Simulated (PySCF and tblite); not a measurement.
# C7H12FN2 (charge +1), numbered as in [CH3:1][CH2:2][CH2:3][n+:4]1[cH:5][c:6]([F:7])[cH:8][n:9]1[CH3:10]: conformational analysis

Conformers came from 90 starts (ETKDG and KDG, MMFF94s, GFN2-xTB); geometries are GFN2-xTB. Free energies are PBE0-D3(BJ)/pcSseg-1 single points with GFN2-xTB rigid-rotor and vibrational terms (modes under about 100 cm⁻¹ blended into free rotors). Symmetry numbers and mirror images are counted. Conformers within 3 kcal/mol (GFN2-xTB free energy) were kept, 9 at most. GIAO shieldings: PBE0/pcSseg-1. Shifts are against TMS (¹H), TMS (¹³C), CFCl3 (¹⁹F), NH3 (¹⁵N) at the same level. Codes: tblite and PySCF.

Torsions listed: C1–C2–C3–N4, C2–C3–N4–N9. Of a mirror pair one member is shown.

```csv
conformer,shape,symmetry,E(GFN2) kcal/mol,E(DFT) kcal/mol,G(298.15 K) kcal/mol,weight %
1,"-63°, -85°",C1 (pair),0.00,0.00,0.00,41.3
2,"-179°, -87°",C1 (pair),0.45,0.30,0.03,39.4
3,"-66°, 104°",C1 (pair),0.30,0.31,0.45,19.3
```

Weights (%) against temperature:

```tsv
T (K)	1	2	3	S(mix) cal/mol/K
220	45.1	38.2	16.7	3.42
260	42.9	38.9	18.2	3.44
298.15	41.3	39.4	19.3	3.46
340	40.0	39.7	20.3	3.48
380	39.1	39.8	21.1	3.49
```

Averaged shifts at 298.15 K. ¹H: 8.01 (H5, 1H), 7.96 (H8, 1H), 4.33 (H3, 2H), 4.20 (H10, 3H), 1.98 (H2, 2H), 1.28 (H1, 3H) ppm. ¹³C: 159.1 (C6), 133.3 (C5), 133.3 (C8), 53.9 (C3), 36.6 (C10), 29.7 (C2), 12.5 (C1) ppm. ¹⁹F: -164.7 (F7) ppm. ¹⁵N: 222.6 (N4), 208.4 (N9) ppm.

Coordinates of conformer 1 (Å):

```xyz
22

C     2.507    0.155    0.557
C     1.584   -1.056    0.544
C     0.545   -0.992   -0.585
N    -0.352    0.128   -0.428
C    -0.167    1.364   -0.905
C    -1.215    2.149   -0.443
F    -1.407    3.424   -0.687
C    -2.018    1.321    0.330
N    -1.461    0.105    0.322
C    -1.966   -1.079    0.958
H     1.965    1.073    0.776
H     3.016    0.265   -0.397
H     3.263    0.028    1.325
H     2.174   -1.959    0.385
H     1.090   -1.151    1.512
H     1.058   -0.867   -1.541
H    -0.036   -1.915   -0.624
H     0.660    1.630   -1.535
H    -2.925    1.549    0.855
H    -2.252   -1.828    0.215
H    -2.849   -0.815    1.536
H    -1.225   -1.510    1.631
```

Coordinates of conformer 2 (Å):

```xyz
22

C     2.938   -0.995    0.195
C     1.703   -0.128    0.404
C     0.676   -0.392   -0.707
N    -0.501    0.429   -0.553
C    -0.669    1.670   -1.025
C    -1.899    2.125   -0.569
F    -2.443    3.294   -0.813
C    -2.441    1.100    0.195
N    -1.564    0.090    0.188
C    -1.713   -1.189    0.822
H     3.665   -0.795    0.976
H     3.402   -0.781   -0.763
H     2.684   -2.051    0.229
H     1.268   -0.343    1.381
H     1.986    0.925    0.388
H     1.123   -0.153   -1.674
H     0.389   -1.444   -0.716
H     0.056    2.162   -1.644
H    -3.378    1.060    0.715
H    -2.642   -1.192    1.388
H    -0.888   -1.385    1.507
H    -1.761   -1.988    0.079
```

The ion is treated without a counter-ion. Unscaled ¹⁹F and ¹⁵N shifts at such levels can be off by tens of ppm; differences between conformers or isomers are more reliable. Shifts are unscaled: against experiment ¹³C can be off by 15 ppm or more and ¹H by 0.8 ppm.

Search and properties took 8 min on 1 thread of Intel Xeon @ 2.50GHz, on a host shared with other jobs (rough), launched as `OMP_NUM_THREADS=1 python ens_run.py task.json out`.


¹⁵N shifts are against a computed isolated NH3 molecule, about 20 ppm from the liquid.